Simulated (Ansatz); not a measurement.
Ansatz (a first-principles code) input (CCSD(T)/6-31G):

Ansatz 0.2 input:
```yaml
crystal:
  periodic: [false, false, false]
  atoms:
    - {symbol: Si, position_ang: [0.01238304, -0.00415572, 0.56251173]}
    - {symbol: F, position_ang: [-1.15955259, -0.87669892, -0.27278069]}
    - {symbol: F, position_ang: [-0.19063867, 1.44031404, -0.27699259]}
    - {symbol: F, position_ang: [1.33092876, -0.55715066, -0.32524496]}
basis:
  gaussian:
    orbitals: 6-31G
total_charge: -1
magnetization: {spin_polarized: false}
correlation: {method: ccsd_t, electrons: outside_noble_gas}
```

End of the output:

```
8 core orbitals not correlated
reference -15981.76467108 eV, -587.3190188329 hartree; 13, 13 occupied and 19, 19 virtual orbitals, 371 factors
second order -11.28936360 eV of doubles, -0.00000000 eV of singles
coupled cluster: 0.06 GiB planned
cycle   1  -10.99420009 eV  change    3.0e-1 eV  update   9.2e-2
cycle   2  -11.28993963 eV  change   -3.0e-1 eV  update   2.7e-2
cycle   3  -11.37363861 eV  change   -8.4e-2 eV  update   1.4e-2
cycle   4  -11.37109178 eV  change    2.5e-3 eV  update   2.5e-3
cycle   5  -11.36922903 eV  change    1.9e-3 eV  update   1.1e-3
cycle   6  -11.36940529 eV  change   -1.8e-4 eV  update   2.6e-4
cycle   7  -11.36931313 eV  change    9.2e-5 eV  update   7.5e-5
cycle   8  -11.36926352 eV  change    5.0e-5 eV  update   2.0e-5
cycle   9  -11.36927088 eV  change   -7.4e-6 eV  update   5.7e-6
perturbative correction -0.13885322 eV, -0.0051027617 hartree
Total energy: -15993.27279518 eV, -587.7419345931 hartree
```
